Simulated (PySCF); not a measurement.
Numbering as in the mapped SMILES `[CH3:1][O:2][C@@H:3]1[SiH2:4][CH2:5][SiH2:6][CH2:7][Si@@H:8]1[NH2:9]`. Each H is labelled by its parent atom. Ha(Si4), Ha(C5), Ha(Si6), Ha(C7) are cis to O2 on the ring; Hb(Si4), Hb(C5), Hb(Si6), Hb(C7) are trans to O2 on the ring.

[PySCF 2.14.0 with density-fitted response routines: geometry: GFN2-xTB; shieldings: GIAO PBE0/pcSseg-1; fast rotation and ring inversion assumed for equivalent nuclei; non-relativistic Hamiltonian; gas phase; single conformer]

Referencing at the same level of theory: $^{13}$C (186.93 ppm) and $^{1}$H (31.72 ppm) and $^{29}$Si (349.16 ppm) vs TMS; $^{17}$O (336.08 ppm) against H2O; $^{15}$N (267.73 ppm) against NH3.

```csv
atoms,nucleus,count,δ (ppm)
Si4,$^{29}$Si,1,-57.4
Ha(Si4),$^{1}$H,1,5.00
Hb(Si4),$^{1}$H,1,4.01
Si6,$^{29}$Si,1,?
Ha(Si6),$^{1}$H,1,4.65
C3,$^{13}$C,1,66.7
Hb(C7),$^{1}$H,1,-0.09
Ha(C7),$^{1}$H,1,0.20
Hb(C5),$^{1}$H,1,-0.38
H(Si8),$^{1}$H,1,4.91
C5,$^{13}$C,1,-12.4
H(C1),$^{1}$H,3,?
N9,$^{15}$N,1,?
Hb(Si6),$^{1}$H,1,4.30
Ha(C5),$^{1}$H,1,?
C7,$^{13}$C,1,-0.2
H(N9),$^{1}$H,2,?
H(C3),$^{1}$H,1,?
O2,$^{17}$O,1,?
Si8,$^{29}$Si,1,-19.3
C1,$^{13}$C,1,62.4
```

Complete the table.

## Answers


- H(C1): 3.57 ppm, hydrogen on a methyl carbon bonded to O; its carbon carries O, which withdraws density
- H(C3): 3.00 ppm, hydrogen on an sp3 CH bonded to O and 2 Si; its carbon carries O, which withdraws density
- H(N9): 0.40 ppm, hydrogen on a nitrogen bonded to Si; labile proton, position sensitive to the medium
- Ha(C5): 0.11 ppm, hydrogen on an sp3 CH2 bonded to 2 Si; an electropositive neighbour shields it, as in TMS itself
- O2: -13.7 ppm, ether oxygen
- Si6: -46.7 ppm, silicon bonded to 2 C, 2 H, in a 6-membered ring
- N9: 16.3 ppm, nitrogen bonded to Si, 2 H

The OH or NH signal is concentration- and solvent-dependent in practice; the value given is the gas-phase one. Shifts are as computed. Against solution values, carbons near 30 ppm lie about +3 ppm off and those near 130 ppm about +5 ppm. Of 1211 compounds with measured shifts, 218 miss one by over three times the rms of a fit or turn the order of signals round; such compounds aren't used in these exercises. Experimental scales use liquid or dissolved standards, which lie at an offset from isolated NH3 (liquid NH3: subtract about 20 ppm) and H2O (liquid H2O: subtract about 36 ppm).
